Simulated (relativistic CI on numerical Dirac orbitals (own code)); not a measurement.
# Line list: Forbidden lines, Re XIII

These numbers are calculated, not measured: Dirac-Coulomb-Breit CI, separate exchange-only KLI orbitals for each configuration, model QED, unscaled Slater integrals (own radial code, finite nucleus).

Configurations in the expansion (outside the closed core [Kr] 4d10): 4f¹³5s²5p², 4f¹²5s²5p³, 4f¹⁴5s²5p, 4f¹⁴5s5p², 4f¹³5s5p³, 4f¹³5s²5p5d, 4f¹²5s5p⁴, 4f¹⁴5p³, 4f¹⁴5s²5d, 4f¹³5s²5p5f, 4f¹⁴5s²6s, 4f¹¹5s²5p⁴, 4f¹⁰5s²5p⁵, 4f¹¹5s5p⁵, 4f¹³5p⁴, 4f¹²5p⁵, 4f¹³5s²5d², 4f¹⁴5s5d², 4f¹⁴5s5p5d, 4f¹⁴5s5d5f, 4f¹⁴5s5p6s, 4f¹⁴5s5d6s, 4f¹⁴5s5f6s. Double excitations out of closed p, d and f shells are left out; levels of such configurations are missing from the list, as are those of other unlisted configurations, and high levels can miss mixing partners.

```
λ vac (nm)                   Lower                    Upper  Type   A (s⁻¹)        gf  Branching (%)
    49.494    4f¹⁴5s²5p ²P°1/2 [1]   4f¹³5s²5p² ²F°5/2 [20]    E2  9.76e+01  2.15e-08            2.7
    50.065    4f¹⁴5s²5p ²P°1/2 [1]   4f¹³5s²5p² ²D°3/2 [19]    E2  8.60e+02  1.29e-07           19.2
    50.861   4f¹³5s²5p² ²F°7/2 [2]   4f¹²5s²5p³ ²G°9/2 [23]    E2  2.43e+03  9.42e-07           92.7
    51.549   4f¹³5s²5p² ²F°7/2 [2]  4f¹²5s²5p³ ⁴G°11/2 [22]    E2  5.34e+02  2.55e-07           95.7
    54.226    4f¹⁴5s²5p ²P°1/2 [1]   4f¹³5s²5p² ⁴G°5/2 [15]    E2  5.65e+02  1.50e-07            3.8
    57.592    4f¹⁴5s²5p ²P°1/2 [1]   4f¹³5s²5p² ²P°3/2 [11]    M1  8.31e+02  1.65e-07           19.5
    57.592    4f¹⁴5s²5p ²P°1/2 [1]   4f¹³5s²5p² ²P°3/2 [11]    E2  1.65e+03  3.27e-07           38.6
    58.109    4f¹⁴5s²5p ²P°1/2 [1]   4f¹³5s²5p² ²D°5/2 [10]    E2  1.48e+02  4.48e-08           10.8
    63.139    4f¹⁴5s²5p ²P°1/2 [1]    4f¹³5s²5p² ²F°5/2 [6]    E2  4.32e+02  1.55e-07            3.0
    68.709   4f¹³5s²5p² ²F°7/2 [2]   4f¹³5s²5p² ²G°7/2 [18]    M1  7.00e+01  3.96e-08            8.8
    75.521   4f¹³5s²5p² ²F°7/2 [2]   4f¹³5s²5p² ⁴G°5/2 [15]    M1  9.94e+02  5.10e-07            6.7
    78.566   4f¹³5s²5p² ²F°5/2 [3]   4f¹³5s²5p² ²F°5/2 [20]    E2  5.29e+02  2.94e-07           14.9
    78.566   4f¹³5s²5p² ²F°5/2 [3]   4f¹³5s²5p² ²F°5/2 [20]    M1  2.51e+03  1.40e-06           70.8
    78.840   4f¹³5s²5p² ²F°7/2 [2]   4f¹³5s²5p² ²G°9/2 [13]    E2  4.47e+02  4.17e-07           17.7
    78.840   4f¹³5s²5p² ²F°7/2 [2]   4f¹³5s²5p² ²G°9/2 [13]    M1  2.04e+03  1.90e-06           80.8
    80.015   4f¹³5s²5p² ²F°5/2 [3]   4f¹³5s²5p² ²D°3/2 [19]    E2  5.13e+02  1.97e-07           11.5
    80.015   4f¹³5s²5p² ²F°5/2 [3]   4f¹³5s²5p² ²D°3/2 [19]    M1  2.69e+03  1.03e-06           60.0
    80.451   4f¹³5s²5p² ²F°7/2 [2]   4f¹³5s²5p² ²F°7/2 [12]    E2  4.88e+02  3.79e-07           24.2
    80.451   4f¹³5s²5p² ²F°7/2 [2]   4f¹³5s²5p² ²F°7/2 [12]    M1  7.51e+02  5.83e-07           37.2
    81.449   4f¹³5s²5p² ²F°5/2 [3]   4f¹³5s²5p² ²G°7/2 [18]    E2  4.41e+02  3.51e-07           55.6
    82.214   4f¹³5s²5p² ²F°7/2 [2]   4f¹³5s²5p² ²P°3/2 [11]    E2  4.23e+02  1.71e-07            9.9
    83.270   4f¹³5s²5p² ²F°7/2 [2]   4f¹³5s²5p² ²D°5/2 [10]    E2  4.67e+02  2.91e-07           34.0
    83.270   4f¹³5s²5p² ²F°7/2 [2]   4f¹³5s²5p² ²D°5/2 [10]    M1  5.53e+02  3.45e-07           40.2
    85.535   4f¹³5s²5p² ²F°7/2 [2]   4f¹³5s²5p² ²H°11/2 [9]    E2  4.77e+02  6.28e-07           96.5
    87.550   4f¹³5s²5p² ²F°5/2 [3]   4f¹³5s²5p² ²H°9/2 [17]    E2  3.80e+02  4.37e-07           72.7
    88.278    4f¹⁴5s²5p ²P°1/2 [1]     4f¹⁴5s²5p ²P°3/2 [4]    E2  4.50e+02  2.11e-07            3.5
    88.278    4f¹⁴5s²5p ²P°1/2 [1]     4f¹⁴5s²5p ²P°3/2 [4]    M1  1.25e+04  5.85e-06           96.5
    88.355   4f¹³5s²5p² ²F°7/2 [2]    4f¹³5s²5p² ²G°7/2 [8]    M1  1.58e+04  1.48e-05           99.8
    88.582   4f¹³5s²5p² ²F°5/2 [3]   4f¹³5s²5p² ²P°1/2 [16]    E2  4.36e+02  1.03e-07           54.9
    91.199   4f¹³5s²5p² ²F°5/2 [3]   4f¹³5s²5p² ⁴G°5/2 [15]    M1  1.30e+04  9.74e-06           88.2
    94.002   4f¹³5s²5p² ²F°7/2 [2]    4f¹³5s²5p² ²F°5/2 [6]    M1  1.34e+04  1.06e-05           92.7
    94.065   4f¹³5s²5p² ²F°5/2 [3]   4f¹³5s²5p² ⁴G°7/2 [14]    M1  1.47e+04  1.56e-05           96.7
    98.487   4f¹³5s²5p² ²F°5/2 [3]   4f¹³5s²5p² ²F°7/2 [12]    M1  7.67e+02  8.92e-07           38.0
    100.38   4f¹³5s²5p² ²F°7/2 [2]    4f¹³5s²5p² ⁴F°9/2 [5]    M1  1.27e+04  1.92e-05           99.9
    101.14   4f¹³5s²5p² ²F°5/2 [3]   4f¹³5s²5p² ²P°3/2 [11]    M1  1.33e+03  8.13e-07           31.1
    102.75   4f¹³5s²5p² ²F°5/2 [3]   4f¹³5s²5p² ²D°5/2 [10]    M1  1.84e+02  1.75e-07           13.4
    103.10   4f¹³5s²5p² ⁴F°9/2 [5]   4f¹²5s²5p³ ²G°9/2 [23]    M1  6.60e+01  1.05e-07            2.5
    110.96   4f¹³5s²5p² ²F°5/2 [3]    4f¹³5s²5p² ⁴F°3/2 [7]    M1  1.02e+04  7.54e-06           97.3
    119.59   4f¹³5s²5p² ²F°5/2 [3]    4f¹³5s²5p² ²F°5/2 [6]    M1  6.14e+02  7.89e-07            4.3
    217.77   4f¹³5s²5p² ⁴F°9/2 [5]   4f¹³5s²5p² ²G°7/2 [18]    M1  9.06e+01  5.15e-07           11.4
    339.54   4f¹³5s²5p² ⁴F°9/2 [5]   4f¹³5s²5p² ⁴G°7/2 [14]    M1  3.43e+02  4.75e-06            2.3
    361.68  4f¹³5s²5p² ²D°5/2 [10]   4f¹³5s²5p² ²D°3/2 [19]    M1  2.21e+02  1.73e-06            4.9
    388.43  4f¹³5s²5p² ²F°7/2 [12]   4f¹³5s²5p² ²F°5/2 [20]    M1  1.56e+02  2.11e-06            4.4
    439.29   4f¹³5s²5p² ²F°7/2 [2]    4f¹³5s²5p² ²F°5/2 [3]    M1  2.21e+02  3.84e-06           97.7
    498.17  4f¹³5s²5p² ²H°11/2 [9]   4f¹³5s²5p² ²H°9/2 [17]    M1  1.18e+02  4.40e-06           22.6
```

Terms are leading LS components. Brackets give the number of a level in order of energy, since labels repeat. The list gives strong lines, with weight on those to low levels, among the lowest 200 of 2893 levels, so that lines to higher ones, which can be the strongest, are missing. Levels whose partners in the same complex of configurations lie outside the list can be far off, and so can their lines. Rates are taken at the computed energies, electric ones in the length gauge.

At this charge transitions that keep the count of f electrons are usually good to a few per cent. Levels and lines within the n = 5 or 6 shells can be off by up to 10 % or somewhat more, and those that change n by about 2 %, since core polarisation is missing. Levels that differ in their count of f electrons can be misplaced by several ten thousand cm⁻¹, since the correlation energy of f electrons is missing or only estimated; rates across such gaps can be off by orders of magnitude. The computed lowest level isn't the tabulated ground level, which NIST ASD gives as 4f13 5p2 4F°7/2; for such ions that label comes from theory and may be the wrong one.

LS names give the leading component of a level, which can be under half, so a name can repeat, a term be missing and a line seem to break the LS rules.
